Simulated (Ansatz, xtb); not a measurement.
## AgH3SSiZn: which of two structures lies lower

Structure X is `[SiH3][S][Zn][Ag]`, a singlet and structure Y is a singlet given by its coordinates. Both are isolated molecules in the gas phase, relaxed with r2SCAN-D4/def2-SVP.

X (Å):

| atom | x (Å) | y (Å) | z (Å) |
| --- | --- | --- | --- |
| Ag | -2.8548 | 3.9143 | 2.4772 |
| S | 0.6897 | 1.3817 | 1.0261 |
| Si | 0.3261 | 1.9962 | -0.9874 |
| Zn | -1.0218 | 2.6079 | 1.7099 |
| H | -0.8541 | 2.9312 | -1.0293 |
| H | 1.4904 | 2.7302 | -1.5667 |
| H | 0.0035 | 0.8399 | -1.8758 |

Y (Å):

```yaml
atoms:
  - { symbol: Ag, position_ang: [-0.6250, 3.2789, 2.1352] }
  - { symbol: S, position_ang: [0.8714, 3.5217, -1.9592] }
  - { symbol: Si, position_ang: [-1.7009, 1.2878, 1.1834] }
  - { symbol: Zn, position_ang: [-0.2870, 2.5978, -0.3340] }
  - { symbol: H, position_ang: [2.0117, 2.9274, -1.5360] }
  - { symbol: H, position_ang: [-0.4035, 0.7915, 0.4270] }
  - { symbol: H, position_ang: [-2.1351, 2.0148, -0.1555] }
```

Close contacts (Å): Ag1–Si3 2.46, Ag1–Zn4 2.58, S2–Zn4 2.20, Si3–Zn4 2.45, S2–H5 1.35, Si3–H6 1.58, Si3–H7 1.58, Zn4–H6 1.96, Zn4–H7 1.95.

Question: Estimate E(Y) − E(X) at the level CCSD(T)/def2-SVP + ΔMP2/def2-TZVPP.

Answer: Calculated at CCSD(T)/def2-SVP + ΔMP2/def2-TZVPP: E(Y) − E(X) = +27.9 kcal/mol, so structure X lies lower.

How the difference moves with the method:

| level | geometry | E(Y) − E(X) (kcal/mol) | departure from the last row (kcal/mol) | job, with rough time for the two |
| --- | --- | --- | --- | --- |
| r2SCAN-D4/def2-SVP | r2SCAN-D4/def2-SVP | +24.0 | −3.9 | optimisation, 71 s |
| HF/def2-SVP | r2SCAN-D4/def2-SVP | +46.7 | +18.9 | part of the CCSD(T) run |
| MP2/def2-SVP | r2SCAN-D4/def2-SVP | +27.2 | −0.7 | part of the CCSD(T) run |
| CCSD(T)/def2-SVP | r2SCAN-D4/def2-SVP | +26.7 | −1.1 | single point |
| CCSD(T)/def2-SVP + ΔMP2/def2-TZVPP | r2SCAN-D4/def2-SVP | +27.9 |  | single point, 82 s |

None of the levels shown reverses the order. The largest departure from CCSD(T)/def2-SVP + ΔMP2/def2-TZVPP is that of HF/def2-SVP, 18.9 kcal/mol. Levels run at GFN2-xTB geometries aren't shown. The last row adds to CCSD(T) the change of the MP2 difference between the two basis sets, here +1.1 kcal/mol.

With harmonic frequencies from r2SCAN-D4/def2-SVP (ideal gas, rigid rotor, one conformer each, 298.15 K, 1 atm): on the last row, ΔE + ΔZPE = +26.3 kcal/mol. A mode under 50 cm⁻¹ makes harmonic enthalpies and free energies unreliable, so none is given.

The correlated steps freeze 15 core orbitals; the last core shell of Ag and Zn is correlated, in a basis made for valence electrons. Atoms past krypton carry core potentials in the def2 sets and no spin–orbit term is included. Programs: Ansatz 0.2.0; the last row on 2 threads of Arm Neoverse V1 on a shared host.
